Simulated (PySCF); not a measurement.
**Polarisability and C₆ of Mo⁺ (molybdenum, charge +1)**

[Kr] 4d5, high-spin 6S determinant. Computed with PySCF 2.14 in x2c-TZVPPall with one added diffuse shell each of s, p, d, f type (9s7p7d3f1g, 95 functions), with the spin-free X2C one-electron Hamiltonian (Gaussian nucleus). Coupled (time-dependent) response in atomic units; α is the mean over directions.

```tsv
method	mean α (bohr³)	C₆ (like pair)	S(−4)
PBEsol	21.92	142.9	296.8
```

S(−4) is the Cauchy moment in α(ω) = α(0) + S(−4) ω² + …

α(iu) at PBEsol:

```
u (hartree)  α(iu) (bohr³)
          0          21.92
     0.0500          21.21
      0.100          19.49
      0.200          15.50
      0.300          12.44
      0.500          8.682
      0.750          6.112
       1.00          4.590
       1.50          2.878
       2.00          1.962
       3.00          1.065
       5.00         0.4531
```

A single London oscillator, α(iu) = α/(1 + u²/ω²), gives C₆ = (3/4) ω α². Matching the computed C₆ needs ω = 4 × 142.9 / (3 × 21.92²) = 0.397 hartree.

For an ion, C₆ is the dispersion term alone; charge-induced terms of lower order in 1/R come first.
